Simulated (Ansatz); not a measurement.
Consider the formal exchange of groups at the Sn–B bond: `N[BH][SnH3]` + `[OH][AlH][SiH3]` → `[OH][Al]([SiH3])[SnH3]` + `BN`.

Isolated molecules relaxed with PBE0-D4/def2-TZVP in Ansatz; ΔE leaves out vibrations. CCSD(T)/CBS is the MP2 limit (def2-TZVPP, def2-QZVPP) plus CCSD(T) − MP2 in def2-TZVPP, frozen cores. This one scheme is used for every species. Elements past krypton have def2 core potentials. For Sn outer-core shells are correlated without core-valence functions, which leaves a few kJ/mol of doubt a bond. One conformer a species, not always the lowest.

`N[BH][SnH3]`:

```xyz
9

N     0.445    1.680   -0.095
B    -0.047    0.565   -0.749
Sn   -0.287   -1.378    0.359
H     0.569    2.570   -0.552
H     0.715    1.690    0.875
H    -0.336    0.671   -1.906
H     0.627   -2.651   -0.327
H    -1.910   -1.919    0.403
H     0.225   -1.228    1.993
```

`[OH][AlH][SiH3]`:

Cartesian coordinates in Å:
```
O 0.366 2.154 -0.012
Al 0.527 0.600 0.653
Si -0.581 -1.214 -0.559
H 0.762 2.933 0.376
H 1.374 0.420 1.987
H -1.461 -1.999 0.355
H 0.427 -2.167 -1.107
H -1.414 -0.728 -1.693
```

`[OH][Al]([SiH3])[SnH3]`:

Cartesian coordinates in Å:
```
O -2.303 -0.338 0.092
Al -0.623 -0.110 -0.027
Si 0.566 -0.716 -2.095
Sn 0.466 0.914 2.167
H -2.839 -0.701 -0.611
H -0.331 -1.316 -3.125
H 1.651 -1.699 -1.811
H 1.212 0.485 -2.702
H -0.278 2.380 2.641
H 2.132 1.254 1.968
H 0.347 -0.151 3.502
```

`BN`:

Z-matrix (Å, degrees):
```
B
N 1 1.385
H 1 1.197 2 119.0
H 1 1.197 2 119.0 3 -180.0
H 2 1.006 1 123.2 3 -0.0
H 2 1.006 1 123.2 3 180.0
```

```csv
species,SCS-MP2/def2-QZVPP energy (Eh)
`N[BH][SnH3]`,-296.87256
`[OH][AlH][SiH3]`,-609.24555
`[OH][Al]([SiH3])[SnH3]`,-824.24663
`BN`,-81.89095
```

Task: Work out ΔE.

Result: ΔE = (-824.24663) + (-81.89095) − (-296.87256) − (-609.24555) = -0.01947 Eh = -51.1 kJ/mol. CCSD(T)/CBS gives -53.0 kJ/mol.

Largest T1 diagnostic among the species: 0.014.

In def2-TZVPP, CCSD(T) changes the Hartree–Fock value by +4.4 kJ/mol (the triples alone add +0.2 kJ/mol) and MP2 by +4.0 kJ/mol.
